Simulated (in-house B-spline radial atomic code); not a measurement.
Inner levels of praseodymium as electrons are removed. A shift is the extra binding of the orbital against the neutral atom ([Xe] 4f5/2(3) 6s2). The density at the nucleus is averaged over the nuclear charge. Computed with a radial B-spline atomic code at the basis-set limit: Dirac-Hartree-Fock, jj configuration that fills j = l - 1/2 first, finite nuclei.

A number in brackets counts the electrons of a j subshell.

```json
{"ion": "Pr", "configuration": "[Xe] 4f5/2(3) 6s2", "shift of 3p3/2 (eV)": "0", "shift of 2p1/2 (eV)": "0", "shift of 5p1/2 (eV)": "0", "radius of 3p3/2 (bohr)": "0.273", "radius of 2p1/2 (bohr)": "0.086143", "radius of 5p1/2 (bohr)": "1.7208", "Σ<r²> (bohr²)": "96.303", "change of density at nucleus (bohr⁻³)": "-"}
{"ion": "Pr+", "configuration": "[Xe] 4f5/2(3) 6s1", "shift of 3p3/2 (eV)": "5.6399", "shift of 2p1/2 (eV)": "5.6542", "shift of 5p1/2 (eV)": "5.6065", "radius of 3p3/2 (bohr)": "0.27299", "radius of 2p1/2 (bohr)": "0.086143", "radius of 5p1/2 (bohr)": "1.7163", "Σ<r²> (bohr²)": "63.665", "change of density at nucleus (bohr⁻³)": "-8.037"}
{"ion": "Pr2+", "configuration": "[Xe] 4f5/2(3)", "shift of 3p3/2 (eV)": "?", "shift of 2p1/2 (eV)": "?", "shift of 5p1/2 (eV)": "?", "radius of 3p3/2 (bohr)": "?", "radius of 2p1/2 (bohr)": "?", "radius of 5p1/2 (bohr)": "?", "Σ<r²> (bohr²)": "?", "change of density at nucleus (bohr⁻³)": "?"}
{"ion": "Pr3+", "configuration": "[Xe] 4f5/2(2)", "shift of 3p3/2 (eV)": "31.999", "shift of 2p1/2 (eV)": "30.879", "shift of 5p1/2 (eV)": "25.817", "radius of 3p3/2 (bohr)": "0.27301", "radius of 2p1/2 (bohr)": "0.086148", "radius of 5p1/2 (bohr)": "1.64", "Σ<r²> (bohr²)": "37.964", "change of density at nucleus (bohr⁻³)": "6.097"}
{"ion": "Pr4+", "configuration": "[Xe] 4f5/2(1)", "shift of 3p3/2 (eV)": "?", "shift of 2p1/2 (eV)": "?", "shift of 5p1/2 (eV)": "?", "radius of 3p3/2 (bohr)": "?", "radius of 2p1/2 (bohr)": "?", "radius of 5p1/2 (bohr)": "?", "Σ<r²> (bohr²)": "?", "change of density at nucleus (bohr⁻³)": "?"}
{"ion": "Pr5+", "configuration": "[Kr] 4d10 5s2 5p6", "shift of 3p3/2 (eV)": "80.185", "shift of 2p1/2 (eV)": "75.996", "shift of 5p1/2 (eV)": "56.554", "radius of 3p3/2 (bohr)": "0.27304", "radius of 2p1/2 (bohr)": "0.08616", "radius of 5p1/2 (bohr)": "1.5166", "Σ<r²> (bohr²)": "31.612", "change of density at nucleus (bohr⁻³)": "87.605"}
```

Question: Fill in the row of Pr2+.

Answer: shift of 3p3/2 (eV): 12.446; shift of 2p1/2 (eV): 12.491; shift of 5p1/2 (eV): 12.319; radius of 3p3/2 (bohr): 0.27299; radius of 2p1/2 (bohr): 0.086143; radius of 5p1/2 (bohr): 1.7086; Σ<r²> (bohr²): 42.462; change of density at nucleus (bohr⁻³): -24.245.

Question: Fill in the row of Pr4+.

Answer: shift of 3p3/2 (eV): 54.767; shift of 2p1/2 (eV): 52.21; shift of 5p1/2 (eV): 40.639; radius of 3p3/2 (bohr): 0.27303; radius of 2p1/2 (bohr): 0.086153; radius of 5p1/2 (bohr): 1.5755; Σ<r²> (bohr²): 34.479; change of density at nucleus (bohr⁻³): 43.89.
